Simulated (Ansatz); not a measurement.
The cluster Si₄Ge₃. Charge 0, multiplicity 1. Geometry PBE-D4/def2-SVP; atoms count from 1.

Cartesian coordinates in Å:
```
Si 0.659 2.393 -0.543
Si -0.906 -1.315 0.127
Si -0.819 1.152 0.773
Si -0.087 0.423 -1.552
Ge 0.488 -1.902 -1.745
Ge -0.824 -0.596 2.422
Ge 1.490 -0.156 0.518
```

Another isomer (singlet) lies 0.05 eV lower at PBE0-D4/def2-TZVP; other spin states weren't run for this one.

Question: Estimate the Mulliken populations from the PBE0/def2-TZVP orbitals of Ansatz.

Answer: 
```csv
atom,charge (e)
Si1,-0.02
Si2,-0.08
Si3,-0.05
Si4,-0.05
Ge5,0.09
Ge6,0.09
Ge7,0.02
```
Mulliken values depend strongly on the basis.

Question: And the Mayer bond orders between heavy atoms (over 0.3)?

Answer: Si1–Si3 0.97 (2.34 Å); Si1–Si4 0.97 (2.34 Å); Si1–Ge7 0.47 (2.88 Å); Si2–Si3 0.57 (2.55 Å); Si2–Si4 0.57 (2.55 Å); Si2–Ge5 0.91 (2.41 Å); Si2–Ge6 0.91 (2.41 Å); Si2–Ge7 0.49 (2.69 Å); Si3–Si4 0.55 (2.54 Å); Si3–Ge6 0.92 (2.40 Å); Si3–Ge7 0.50 (2.67 Å); Si4–Ge5 0.92 (2.40 Å); Si4–Ge7 0.50 (2.67 Å); Ge5–Ge7 0.41 (3.03 Å); Ge6–Ge7 0.41 (3.03 Å).
